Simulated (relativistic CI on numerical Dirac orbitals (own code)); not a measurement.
**Cr⁺ in a cubic cluster: L2,3 absorption with charge transfer**

Computed with a charge-transfer multiplet model of a cubic metal-ligand cluster with up to 3 ligand holes, Slater and spin-orbit integrals from Dirac-Coulomb-Breit ions, Slater integrals scaled by 0.9. The parameters are those of a tetrahedral site (10Dq negative, t2 hopping the larger). The ground state mixes d5 with configurations of k ligand holes L, whose averages lie at kΔ + k(k − 1)U_dd/2; a core hole lowers each added d electron by U_cd. 20 K, Lorentzian 0.4 eV and Gaussian 0.3 eV FWHM.

Atomic integrals in eV (Slater integrals scaled, ζ unscaled), ground: F2dd 7.466, F4dd 4.592, zeta_d 0.022; with the core hole: F2dd 8.310, F4dd 5.124, zeta_d 0.034, zeta_core 5.628, F2cd 4.671, G1cd 3.353, G3cd 1.901.

Cluster parameters (eV): U_dd = 4.8, U_cd = 5.7, 10Dq = -0.25, 10Dq(ligand) = 0, V(eg) = 1.15, V(t2g) = -1.95, final-state hopping factor = 1.

```csv
Case,n_d,d5,d6L,d7L2,d8L3,S
Δ = 8.1 eV,5.12,0.88,0.11,0.00,0.00,2.50
Δ = 9.1 eV,5.10,0.90,0.10,0.00,0.00,2.50
Δ = 10.1 eV,5.09,0.91,0.08,0.00,0.00,2.50
```

Weights, n_d and S are thermal averages at 20 K. Photon energies count from the first peak over 30 % of the highest in each spectrum, which can be another peak from case to case. The parameters are a model scan and need not match a compound or its usual spin state. Peaks in eV (height, largest 100):
- Δ = 8.1 eV: 0.0 (100), 1.1 (41), 3.2 (13), 8.7 (17), 9.9 (18)
- Δ = 9.1 eV: 0.0 (100), 1.1 (41), 3.3 (13), 8.7 (17), 9.9 (23)
- Δ = 10.1 eV: 0.0 (100), 1.1 (41), 3.3 (13), 8.7 (17), 10.0 (26)

For the case Δ = 9.1 eV, Δ = 9.1 eV is larger than U_dd = 4.8 eV, the Mott-Hubbard side of the Zaanen-Sawatzky-Allen scheme. With the core hole the configuration with one ligand hole lies at Δ + U_dd − U_cd = 7.2, 8.2, 9.2 eV from the one without, in the order of the table; where this is negative the screened configuration lies lower.
